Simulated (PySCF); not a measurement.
2-hydroxy-3H-oxaborole (C3H5BO2), SMILES OB1CC=CO1.

Geometry optimised at PBE-D3(BJ)/def2-SVP. The values are those of a single conformer.

These are PBE0/def2-TZVP (PySCF) values and carry that method's errors.

```
Property                                                                                                        Result
---------------------------------------------------------------------------------------------  -----------------------
total energy                                                                                        -292.48699 hartree
point group                                                                                                         Cs
highest occupied level                                                                                        -6.65 eV
lowest empty level                                                                                             0.24 eV
orbital gap                                                                                                    6.90 eV
dipole moment                                                                                                0.517 e·Å
quadrupole, principal values (traceless, Buckingham form, about the centre of nuclear charge)  -7.28, -2.97, 10.25 D·Å
mean static polarisability                                                                        51.9 bohr³ (7.68 Å³)
polarisability, principal values                                                                37.2, 58.3, 60.1 bohr³
```
